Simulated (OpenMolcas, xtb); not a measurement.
## How methods differ on SnH2Cl2 (SMILES [Cl][SnH2][Cl])

SnH2Cl2 has 5 atoms, charge 0, and is taken as a singlet. As SMILES, `[Cl][SnH2][Cl]`. Geometry: relaxed at PBE0-D4/def2-TZVP.

Each level gives the vertical electron affinity (to the doublet anion) (eV). The values are calculated.

The electron affinity is E(neutral) − E(anion): positive where the electron is bound.

| level | kind | program | value (eV) | CPU time (all runs) |
| --- | --- | --- | --- | --- |
| GFN2-xTB | semi-empirical | xtb | 5.04 | under 2 s |
| HF/def2-SVPD (core potential) | Hartree–Fock | OpenMolcas | -1.21 | 35 s |
| SVWN5/def2-SVPD (core potential) | LDA | OpenMolcas | 0.21 | 59 s |
| PBE/def2-SVPD (core potential) | GGA | OpenMolcas | 0.04 | 81 s |
| r2SCAN/def2-SVPD (core potential) | meta-GGA | OpenMolcas | -0.08 | 1.8 min |
| PBE0/def2-SVPD (core potential) | global hybrid | OpenMolcas | -0.11 | 77 s |

Spin-orbit coupling, which can split open shells on such heavy atoms by tenths of an eV, is left out. Where it was recorded, the anion's HOMO is positive in HF/def2-SVPD, SVWN5/def2-SVPD, PBE/def2-SVPD, r2SCAN/def2-SVPD, PBE0/def2-SVPD: a fault of the level (basis or self-interaction), which says nothing on whether the real anion is bound. The values span -1.21 to 5.04 eV. The xTB values lack the empirical shift that such differences need. CPU times are rough (shared hosts, several kinds of processor and program).
